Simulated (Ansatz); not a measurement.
The pair A = AlH3 (SMILES [AlH3]) (first 4 atoms), B = C2H3N (SMILES CC#N); geometry from B3LYP-D3(BJ)/def2-TZVP.
(charge 0, multiplicity 1):
```xyz
10

Al    -0.0353     0.1532    -0.4098
H     -1.4953    -0.2202    -0.9285
H      1.1463    -0.8622    -0.7449
H      0.3328     1.7000    -0.3011
C     -0.5807    -0.7972     4.0847
C     -0.4101    -0.5000     2.6786
N     -0.2748    -0.2651     1.5675
H     -0.1345    -1.7657     4.3128
H     -0.0947    -0.0276     4.6850
H     -1.6431    -0.8252     4.3287
```

Frozen-core correlation. MP2 and its Hartree–Fock in aug-cc-pV(T+d)Z are density fitted.

Codes used: Ansatz (a quantum-chemistry and plane-wave program) with Gaussian orbitals. Values without a source in brackets are computed.

The counterpoise-corrected interaction energy is E(AB) − E(A in the pair's basis) − E(B in the pair's basis). Total energies (hartree):

| level | AB | A in the pair's basis | B in the pair's basis |
|---|---|---|---|
| HF/aug-cc-pV(D+d)Z | -375.6073533 | -243.6303189 | -131.9442746 |
| MP2/aug-cc-pV(D+d)Z | -376.1311986 | -243.7126542 | -132.3810753 |
| HF/aug-cc-pV(T+d)Z | -375.6510045 | -243.6393621 | -131.9759710 |
| MP2/aug-cc-pV(T+d)Z | -376.2748482 | -243.7359688 | -132.4974382 |
| CCSD(T)/aug-cc-pV(D+d)Z | -376.1963305 | -243.7396038 | -132.4207165 |

Problem. Work out the counterpoise-corrected interaction energy at the basis-set limit: extrapolate the MP2 correlation part as X⁻³, take Hartree–Fock from the larger set, and add the CCSD(T) − MP2 difference of aug-cc-pV(D+d)Z.

Solution. 
1. Differences (1 hartree = 627.509 kcal/mol): HF/aug-cc-pV(D+d)Z -20.557; MP2/aug-cc-pV(D+d)Z -23.512; HF/aug-cc-pV(T+d)Z -22.384; MP2/aug-cc-pV(T+d)Z -26.005; CCSD(T)/aug-cc-pV(D+d)Z -22.597.
2. Correlation parts, MP2 less HF: -2.955 in aug-cc-pV(D+d)Z (X = 2), -3.621 in aug-cc-pV(T+d)Z (X = 3).
3. Limit (3³·(-3.621) − 2³·(-2.955))/(3³ − 2³) = -3.901; with HF/aug-cc-pV(T+d)Z it gives -26.285.
4. CCSD(T) less MP2 in aug-cc-pV(D+d)Z: 0.915.
Result: -25.37 kcal/mol, against -23.51 at MP2/aug-cc-pV(D+d)Z. It is an estimate of this method's limit, not of the exact value.
